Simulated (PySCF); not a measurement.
Which determinant of ZrO lies lowest?

Unrestricted PBE0; Zr def2-TZVPPD with ECP28, O def2-TZVPPD; scalar-relativistic core potentials (PySCF 2.14). Outer shells of the fragments: Zr 4d2 5s2; O 2s2 2p4.

Followed along the bond (rough minima from three points):

```json
{"2Ms+1": "3", "unpaired": "σ ↑, δ ↑", "⟨S²⟩ at the start": "2.04", "R at minimum (Å)": "1.72", "Te (eV)": "0.00"}
{"2Ms+1": "1", "unpaired": "none", "⟨S²⟩ at the start": "0.00", "R at minimum (Å)": "1.70", "Te (eV)": "0.27"}
{"2Ms+1": "1", "unpaired": "σ ↓, δ ↑", "⟨S²⟩ at the start": "1.00", "R at minimum (Å)": "1.72", "Te (eV)": "0.46"}
{"2Ms+1": "3", "unpaired": "σ ↑, π ↑", "⟨S²⟩ at the start": "2.02", "R at minimum (Å)": "1.74", "Te (eV)": "1.41"}
{"2Ms+1": "3", "unpaired": "δ ↑↑", "⟨S²⟩ at the start": "2.04", "R at minimum (Å)": "1.74", "Te (eV)": "1.48"}
{"2Ms+1": "1", "unpaired": "δ ↑↓", "⟨S²⟩ at the start": "1.00", "R at minimum (Å)": "1.74", "Te (eV)": "1.68"}
```

Solutions found at the starting distance of 2.005 Å, counted from the lowest of them; the search is not exhaustive and high or unbound solutions are not listed, so other states can lie among these:

```csv
2Ms+1,unpaired,term,E (eV),⟨S²⟩,⟨Lz²⟩,μ (D)
3,"σ ↑, δ ↑",³Δ,0.00,2.04,4.01,-5.99
1,"σ ↓, δ ↑",mixed,0.50,1.00,4.00,-5.33
1,none,¹Σ⁺,0.58,0.00,0.00,-4.58
3,"σ ↑, π ↑",mixed,1.19,2.02,1.18,-5.02
3,δ ↑↑,³Σ⁻,1.22,2.04,0.00,-8.37
1,δ ↑↓,mixed,1.44,1.00,8.01,-8.39
```

A term symbol is given only where ⟨S²⟩ and ⟨Lz²⟩ are close to those of a pure state; real π, δ and φ orbitals otherwise mix terms. A positive dipole means Zr(−)O(+).

**Question.** Compare the gap between the two lowest followed solutions at the starting distance with the gap between their minima.

**Answer.** At PBE0 the second solution (singlet, closed shell) lies +0.58 eV from the first (triplet, unpaired electrons σ ↑, δ ↑) at 2.005 Å and +0.27 eV at the minima; the two curves relax by different amounts, since their minima lie near 1.70 and 1.72 Å.

The measured ground state is X ¹Σ+ (Huber and Herzberg, Constants of Diatomic Molecules (1979)), of another multiplicity than the lowest determinant found here; the functional, the basis or the search can be the cause.

Spin–orbit coupling is left out. With d or f electrons several states lie close, and the lowest PBE0 determinant need not be the measured ground state.
